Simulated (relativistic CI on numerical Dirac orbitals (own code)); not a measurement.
## Hyperfine structure of Sr XXIX, mass number 87

Computed by Dirac-Coulomb-Breit CI, orbitals from a KLI potential per configuration, a model potential for QED, unscaled Slater integrals (own radial code, finite nucleus).

Configuration list (outside the closed core 1s2): 2s2 2p6, 2s2 2p5 3s, 2s2 2p5 3p, 2s2 2p5 3d, 2s 2p6 3s, 2s 2p6 3p, 2s 2p6 3d, 2s2 2p5 4s, 2s2 2p5 4p, 2s2 2p5 4d, 2s2 2p5 4f, 2s 2p6 4s, 2s 2p6 4p, 2s2 2p4 3s2, 2s 2p6 4d, 2s 2p6 4f. Levels of other configurations are missing.

Nuclear spin I = 9/2, μ = -1.09316 μN, Q = 0.305 b (tables of Stone and Pyykkö). The electronic factors are computed for point nuclear moments, without core polarisation or the Bohr-Weisskopf and QED corrections.

```csv
Level,E (10³ cm⁻¹),A (GHz),B (GHz)
2s2 2p5 3s 3P°_2,15134.7,-42.36,-52.2
2s2 2p5 3s 1P°_1,15163.1,-2.013,-23.2
2s2 2p5 3p 3D_2,15608.0,-24.53,-51.7
2s2 2p5 3s 3P°_1,15714.2,-114.5,-2.88
2s2 2p5 3p 3D_3,15731.5,-13.86,-39
2s2 2p5 3p 1P_1,15734.7,-15.32,9.11
2s2 2p5 3p 3P_2,15773.3,-13.83,-0.825
2s2 2p5 3p 3D_1,16161.9,-78.86,0.126
```

Levels with J = 0, under 50 % of one LS term, or S terms without an open s electron are left out. Small factors come from cancelling terms and can be off by tens of per cent or more.

At this charge energies of transitions that change n are usually good to better than 1 %, and those within a shell (Δn = 0) to a few per cent.

Q: Give the hyperfine levels of 2s2 2p5 3s 3P°_2 relative to its centre of gravity.

A: With K = F(F + 1) − I(I + 1) − J(J + 1), E = AK/2 + B[¾K(K + 1) − I(I + 1)J(J + 1)]/[2I(2I − 1)J(2J − 1)]: F = 5/2: 442.1, F = 7/2: 316.6, F = 9/2: 142.3, F = 11/2: -90.68, F = 13/2: -394.3 GHz.

LS names give the leading component of a level, which can be under half, so a name can repeat, a term be missing and a line seem to break the LS rules.
